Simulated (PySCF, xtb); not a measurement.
SnF, SMILES [F][Sn+] (connectivity only; charge and spin as stated), charge +1, multiplicity 1.

GFN2-xTB run with xtb 6.7.1 at its own geometry gives an orbital gap of 4.90 eV.

Geometry optimised at B3LYP-D3(BJ)/def2-TZVP. The spin state was assumed, not searched. The def2 effective core potentials stand for the cores of Sn; spin–orbit coupling is left out.

Problem. What does ωB97X/def2-TZVPD in PySCF give? (An estimate is asked for; the answer gives what the named calculation found.)

Solution. gap 11.41 eV (levels -18.75 and -7.33 eV).
